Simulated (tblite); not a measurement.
C7H7N3.
Bonds: C1–C2 (triple), C2–C3, C3–N4 (aromatic), N4–N5 (aromatic), N5–C6, C6–C7 (double), N5–N8 (aromatic), N8–C9 (aromatic), C9–C10, C3–C9 (aromatic). Hydrogens: H11 on C1; H12 on C6; H13, H14 on C7; H15, H16, H17 on C10.

Computed with GFN2-xTB (tblite), gas phase: L-BFGS steps from a force-field or distance-geometry start until the largest atomic force falls under 0.01 eV/Å.

At the end of the run (lengths in Å): N4–N5 1.316, N5–N8 1.325, C2–C3 1.403, C3–C9 1.423, N5–C6 1.383, C1–H11 1.048, C6=C7 1.324, C2–C3–N4 124.4°, N5–C6–C7 122.8°, N4–C3–C9 107.9°, C3–N4–N5 104.8°, N4–N5–C6–C7 0°.

**Question.** These geometries were met on the way; a selection of coordinates is given. Order them by energy above the end point, lowest first.
A. N4–N5 1.313, N5–N8 1.326, C2–C3 1.406, C3–C9 1.428, N5–C6 1.388, C1–H11 1.051, C6=C7 1.321, C2–C3–N4 123.5°, N5–C6–C7 125.6°, N4–C3–C9 107.6°, C3–N4–N5 105.4°, N4–N5–C6–C7 0°
B. N4–N5 1.379, N5–N8 1.369, C2–C3 1.435, C3–C9 1.398, N5–C6 1.399, C1–H11 1.073, C6=C7 1.347, C2–C3–N4 119.1°, N5–C6–C7 126.2°, N4–C3–C9 111.2°, C3–N4–N5 102.6°, N4–N5–C6–C7 1°
C. N4–N5 1.305, N5–N8 1.327, C2–C3 1.409, C3–C9 1.451, N5–C6 1.410, C1–H11 1.061, C6=C7 1.322, C2–C3–N4 124.0°, N5–C6–C7 126.0°, N4–C3–C9 106.4°, C3–N4–N5 106.6°, N4–N5–C6–C7 1°
D. N4–N5 1.315, N5–N8 1.327, C2–C3 1.403, C3–C9 1.424, N5–C6 1.380, C1–H11 1.048, C6=C7 1.325, C2–C3–N4 123.1°, N5–C6–C7 124.8°, N4–C3–C9 108.3°, C3–N4–N5 104.6°, N4–N5–C6–C7 0°
E. N4–N5 1.325, N5–N8 1.336, C2–C3 1.416, C3–C9 1.424, N5–C6 1.395, C1–H11 1.051, C6=C7 1.338, C2–C3–N4 122.6°, N5–C6–C7 125.9°, N4–C3–C9 108.1°, C3–N4–N5 105.5°, N4–N5–C6–C7 1°

**Answer.** D (0.012 eV), A (0.023 eV), E (0.049 eV), C (0.086 eV), B (0.246 eV).

| step | E above end (eV) | rms distance from the end, all atoms (Å) | largest force (eV/Å) | rms shift of all bonds from the end (Å) |
| --- | --- | --- | --- | --- |
| 9 | 0.012 | 0.045 | 0.112 | 0.001 |
| 6 | 0.023 | 0.053 | 0.264 | 0.003 |
| 3 | 0.049 | 0.061 | 0.703 | 0.007 |
| 2 | 0.086 | 0.062 | 1.854 | 0.012 |
| 0 | 0.246 | 0.067 | 2.792 | 0.024 |

Rows stand in the order of the answer.
